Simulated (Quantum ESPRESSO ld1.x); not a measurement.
The numbers below are computed, except where a source is named.
Problem. Species: Co3+. Configuration: [Ar] 3d6. Level of theory: scalar-relativistic Kohn-Sham, relativistic LDA (MacDonald-Vosko exchange, VWN5 correlation), spin-unpolarised, spherical densities, point nucleus (ld1.x of Quantum ESPRESSO 7.5). Some entries of the table are withheld. Estimate them.

orbital,occ.,eigenvalue (hartree),<1/r> (bohr^-1)
1s,2,(1),(2)
2s,2,-34.3483,5.795
2p,6,(3),5.696
3s,2,(4),1.843
3p,6,(5),(6)
3d,6,-1.67229,1.387

Solution. 
(1) 1s eigenvalue (hartree): -279.124
(2) 1s <1/r> (bohr^-1): 26.94
(3) 2p eigenvalue (hartree): -29.6912
(4) 3s eigenvalue (hartree): -5.14647
(5) 3p eigenvalue (hartree): -3.80833
(6) 3p <1/r> (bohr^-1): 1.707
